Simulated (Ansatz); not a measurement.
Computed with Ansatz on PBE0-D4/def2-TZVP structures; ΔE is electronic, products minus reactants. CBS: MP2 limit from def2 TZ/QZ plus the TZ coupled-cluster correction, frozen cores. def2 core potentials past Kr. For Zr outer-core shells are correlated without core-valence functions, which leaves a few kJ/mol of doubt a bond. One conformer a species, not always the lowest.

Consider the redistribution: `C[O][Zr]1234([Cl])([N](C)C)[C@H]5[C@@H]1[C@@H]2[C@@H]3[C@H]54` + `C[N](C)[Zr]([OH])([N](C)C)[N](C)C` → `C[O][Zr]1234([OH])([N](C)C)[C@H]5[C@@H]1[C@@H]2[C@@H]3[C@H]54` + `C[N](C)[Zr]([Cl])([N](C)C)[N](C)C`.

```json
{"level": "CCSD(T)/def2-SVP", "ΔE (kJ/mol)": "-1.5"}
{"level": "CCSD/def2-TZVPP", "ΔE (kJ/mol)": "-2.8"}
```

(1) What does CCSD(T)/CBS give? (Estimate.)

Largest T1 diagnostic among the species: 0.015.

Results:

(1) Ansatz gave: -2.9 kJ/mol. The listed levels differ from it by 1.4, 0.1 kJ/mol.

In def2-TZVPP, CCSD(T) changes the Hartree–Fock value by −5.3 kJ/mol (the triples alone add −0.8 kJ/mol) and MP2 by −5.6 kJ/mol. Leaving LDA and LC-ωPBE aside and taking each functional with its dispersion term where it has one, the values, not all of them listed here, spread over 4.5 kJ/mol, from r2SCAN-D4 to B2PLYP.

CCSD(T)/CBS has its own doubt, a few kJ/mol and more with outer-core shells, so smaller differences from it don't rank the levels.
